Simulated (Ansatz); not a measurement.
Species: F2ISi, SMILES `I[Si](F)F` (charge 0, multiplicity 2), formula F2ISi.

How many basis functions does frozen-core CCSD(T)/def2-TZVPP // r2SCAN-D4/def2-TZVP run with Ansatz (a first-principles code) use, how many core orbitals are frozen, and how many electrons are correlated?

154 basis functions and 11 frozen orbitals, which leaves 35 correlated electrons (filled d shells below the valence shell are correlated). Core time is of the order of minutes.
